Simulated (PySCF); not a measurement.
Work out the structure from these simulated measurements.

Elements present: C, F and H. Monoisotopic mass: 218.0530 u.

- Polarisability: 95.6 au [B3LYP/def2-SVPD]
- Triplet: lowest triplet excitation (Tamm–Dancoff): 4.09 eV [TDA B3LYP/def2-SVPD]
- Couplings: largest of the computed one-bond spin–spin couplings (means over like bonds): 19F–13C -344.1 (×3), 19F–13C -340.7 (×3), 13C–1H +171.1, 13C–1H +166.9, 13C–1H +143.6, 13C–1H +141.5, 13C–1H +141.3, 13C–1H +138.8 Hz [B3LYP/pcJ-1, spin–dipole term left out for some pairs]
- NMR, other nuclei: isotropic shieldings of nuclei other than C and H, by class: 246 (3 F), 249 (3 F) ppm [GIAO KT3/pcSseg-1]
- Rotational structure: rotational constants A, B, C: 1.007, 0.622, 0.478 GHz [PBE0-D3(BJ)/def2-SVP]
- 13C NMR: chemical shifts (computed TMS as zero) by class: 141.9 (1 C), 128.6 (1 C), 128.1 (1 C), 112.4 (1 C), 50.0 (1 C), 48.7 (1 C), 33.5 (1 C), 28.4 (1 C) ppm [GIAO KT3/pcSseg-1]

Gas-phase values; electronic properties from PySCF, density fitting. Levels stand in brackets. NMR shifts are as computed; neighbouring signals can stand in another order in a measured spectrum. The structure is a single PBE0-D3(BJ)/def2-SVP conformer in the gas phase; no vibrational or solvent corrections. NMR classes are plain means over equivalent atoms (diastereotopic ones count apart unless rotation or inversion swaps them), as if these changed places fast.

Question: Which formula fits the mass and the elements?

Answer: C8H8F6 (calculated 218.0530). Within 0.0003 u, C16H7F would fit the mass too; the spectra decide.

Question: Propose a structure and show how it fits.

Answer: Numbering: `[CH2:1]=[C:2]1[CH2:3][CH2:4][C@@H:5]([C:6]([F:7])([F:8])[F:9])[C@H:10]1[C:11]([F:12])([F:13])[F:14]`. Its formula, C8H8F6, gives 2 degrees of unsaturation: 1 ring and 1 π bond in the structure found. 8 carbons fall into 8 classes; from least to most shielded: fully substituted alkene carbon [C2] (141.9 ppm), CF3 carbon [C6] (128.6 ppm), CF3 carbon [C11] (128.1 ppm), terminal =CH2 carbon [C1] (112.4 ppm), allylic carbon [C10] (50.0 ppm), sp3 CH carbon [C5] (48.7 ppm), allylic carbon [C3] (33.5 ppm), ring CH2 carbon [C4] (28.4 ppm). The other shieldings belong to: 246 ppm, fluorine of a CF3 group [F12/F13/F14]; 249 ppm, fluorine of a CF3 group [F7/F8/F9]. The couplings run between: -344.1 Hz, fluorine of a CF3 group [F12] and CF3 carbon [C11] (with 2 like pairs); -340.7 Hz, fluorine of a CF3 group [F7] and CF3 carbon [C6] (with 2 like pairs); +171.1 Hz, terminal =CH2 carbon [C1] and its hydrogen; +166.9 Hz, terminal =CH2 carbon [C1] and its hydrogen; +143.6 Hz, allylic carbon [C10] and its hydrogen; +141.5 Hz, ring CH2 carbon [C4] and its hydrogen; +141.3 Hz, allylic carbon [C3] and its hydrogen; +138.8 Hz, ring CH2 carbon [C4] and its hydrogen. The optimised geometry has point group C1 and is an asymmetric top. Structure: `C=C1CC[C@@H](C(F)(F)F)[C@H]1C(F)(F)F`. The assignments are read from this structure; whether some other isomer fits the data as well wasn't checked. The mirror image fits equally.

One-bond C–F couplings are unscaled; at this level they come out some 30 % too large in size.
